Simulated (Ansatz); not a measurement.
Mulliken charges of C$_{2}$H$_{5}$ClOSi (`O/C=C/[SiH2]Cl`) from r2SCAN/def2-TZVPP in Ansatz (PBE0-D4/def2-TZVP geometry).

```
atom   x (Å)   y (Å)   z (Å)  charge (e)
  O1  -0.692   2.342  -0.029      -0.273
  C2  -0.185   1.129   0.262       0.137
  C3  -0.222   0.107  -0.594      -0.284
 Si4   0.502  -1.507  -0.132       0.506
 Cl5  -0.950  -2.963   0.067      -0.281
  H6  -0.571   2.937   0.715       0.218
  H7   0.262   1.031   1.251       0.076
  H8  -0.689   0.267  -1.562       0.074
  H9   1.184  -1.373   1.180      -0.090
 H10   1.443  -2.020  -1.155      -0.084
```

Task: By hand: the dipole of these point charges (1 e Å = 4.8032 D).

Result: Σ q r = (0.364, 0.587, 0.253) e Å, of length 0.736 e Å = 3.54 D.

Task: How does the dipole of the full density compare? (Best estimate.)

Result: Computed: (0.182, 0.647, 0.291) e Å, 3.52 D; the point charges give 1.01 times that, at 15° from its direction.

Point charges leave out the atoms' own dipoles, such as those of lone pairs, and Mulliken's split depends on the basis, so the close match here is no proof of good charges.
